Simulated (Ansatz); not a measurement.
Consider the ligand exchange at the Al–O bond: `O[SiH2][O][AlH2]` + `[NH2][AlH2]` → `[AlH2][NH][AlH2]` + `O[SiH2]O`.

Calculated with Ansatz (gas phase, PBE0-D4/def2-TZVP geometries, no zero-point term in ΔE). CCSD(T)/CBS is the MP2 limit (def2-TZVPP, def2-QZVPP) plus CCSD(T) − MP2 in def2-TZVPP, frozen cores. This one scheme is used for every species. Functionals use def2-TZVPP. HSE06 is defined as in plane-wave codes. One conformer a species, not always the lowest.

`O[SiH2][O][AlH2]`:

```xyz
9

O     1.540    0.898    1.280
Si    0.864    0.867   -0.215
O    -0.384   -0.161   -0.309
Al   -1.724   -1.177   -0.232
H     2.050    0.136    1.557
H     0.401    2.253   -0.446
H     1.870    0.445   -1.225
H    -1.651   -2.420    0.739
H    -2.965   -0.842   -1.148
```

`[NH2][AlH2]`:

Cartesian coordinates in Å:
```
N -0.402 -0.619 0.578
Al 0.355 0.547 -0.511
H -0.393 -0.558 1.584
H -0.906 -1.440 0.284
H 1.107 1.782 0.134
H 0.239 0.288 -2.069
```

`[AlH2][NH][AlH2]`:

Z-matrix (Å, degrees):
```
Al
N 1 1.786
H 1 1.585 2 118.9
H 1 1.582 2 117.7 3 180.0
Al 2 1.786 1 129.5 3 179.9
H 2 1.014 1 115.2 3 -0.1
H 5 1.585 2 118.9 1 179.9
H 5 1.582 2 117.7 1 -0.1
```

`O[SiH2]O`:

Cartesian coordinates in Å:
```
O -0.356 -0.762 -1.182
Si -0.341 0.237 0.122
O 1.093 0.250 0.919
H 0.211 -0.538 -1.921
H -0.539 1.650 -0.276
H -1.434 -0.280 0.978
H 1.366 -0.556 1.360
```

```json
{"level": "B97M-V", "ΔE (kJ/mol)": "66.2", "difference from CCSD(T)/CBS": "2.6"}
{"level": "ωB97X-V", "ΔE (kJ/mol)": "64.4", "difference from CCSD(T)/CBS": "0.8"}
{"level": "PBE", "ΔE (kJ/mol)": "57.7", "difference from CCSD(T)/CBS": "-5.9"}
{"level": "r2SCAN", "ΔE (kJ/mol)": "63.3", "difference from CCSD(T)/CBS": "-0.3"}
{"level": "r2SCAN0", "ΔE (kJ/mol)": "64.4", "difference from CCSD(T)/CBS": "0.8"}
{"level": "HSE06", "ΔE (kJ/mol)": "59.9", "difference from CCSD(T)/CBS": "-3.7"}
{"level": "MP2/def2-SVP", "ΔE (kJ/mol)": "63.2", "difference from CCSD(T)/CBS": "-0.4"}
{"level": "CCSD/def2-SVP", "ΔE (kJ/mol)": "65.7", "difference from CCSD(T)/CBS": "2.1"}
{"level": "CCSD(T)/def2-TZVPP", "ΔE (kJ/mol)": "62.3", "difference from CCSD(T)/CBS": "-1.3"}
{"level": "SCS-MP2/def2-QZVPP", "ΔE (kJ/mol)": "66.2", "difference from CCSD(T)/CBS": "2.6"}
{"level": "CCSD(T)/CBS", "ΔE (kJ/mol)": "63.6", "difference from CCSD(T)/CBS": "0"}
```

Q: What do rigid-rotor, harmonic-oscillator terms from PBE0-D4/def2-TZVP frequencies (298.15 K, 1 bar) make of the CCSD(T)/CBS value? (Estimate.)

A: Computed: ΔZPE = +0.2 kJ/mol, ΔH = +62.2 kJ/mol, ΔS = -29 J/(mol·K), ΔG = +70.9 kJ/mol. Modes under 50 cm⁻¹ make the entropy rough.

Largest T1 diagnostic among the species: 0.012.

In def2-TZVPP, CCSD(T) changes the Hartree–Fock value by −13.7 kJ/mol (the triples alone add −2.8 kJ/mol) and MP2 by −13.7 kJ/mol. Leaving LDA and LC-ωPBE aside and taking each functional with its dispersion term where it has one, the values, not all of them listed here, spread over 14.0 kJ/mol, from revPBE-D4 to BHLYP-D4.
